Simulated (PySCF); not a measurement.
C₂H₅FO₂Si, SMILES O=CC[Si@H](O)F.

Geometry: B3LYP-D3(BJ)/def2-SVP. The structure was generated by enumeration; whether it is a known compound was not checked. One conformer was computed; it need not be the lowest.

Two levels are set side by side: TDDFT-PBE/def2-SVPD (PySCF) and TDDFT-ωB97X/def2-SVPD (PySCF). Vertical, same geometry. The lowest singlet is HOMO→LUMO 100 % with PBE and HOMO→LUMO 91 % with the other functional; states are paired by order. Differences are taken from unrounded values.

```tsv
quantity	TDDFT-ωB97X
lowest singlet excitation (eV)	4.38
lowest triplet excitation (TDA) (eV)	3.85
first bright state (f over 0.05) (eV)	7.30
its oscillator strength	0.09
```

Task: What does TDDFT-PBE give, and how far is it from TDDFT-ωB97X? (The exact figures need the calculation; the answer reports its results.)

Result: 
```json
[
 {"quantity": "lowest singlet excitation (eV)", "TDDFT-PBE": "4.10", "TDDFT-PBE minus TDDFT-ωB97X": "-0.28"},
 {"quantity": "lowest triplet excitation (TDA) (eV)", "TDDFT-PBE": "3.53", "TDDFT-PBE minus TDDFT-ωB97X": "-0.33"},
 {"quantity": "first bright state (f over 0.05) (eV)", "TDDFT-PBE": "5.68", "TDDFT-PBE minus TDDFT-ωB97X": "-1.62"},
 {"quantity": "its oscillator strength", "TDDFT-PBE": "0.05", "TDDFT-PBE minus TDDFT-ωB97X": "-0.04"}
]
```

A lower first singlet is the usual sign of a functional without exact exchange. Differences between two approximate levels are no errors against the true value.

Rough cost on one machine, each run with all the roots and properties that it gave: TDDFT-ωB97X against TDDFT-PBE about 10 times.
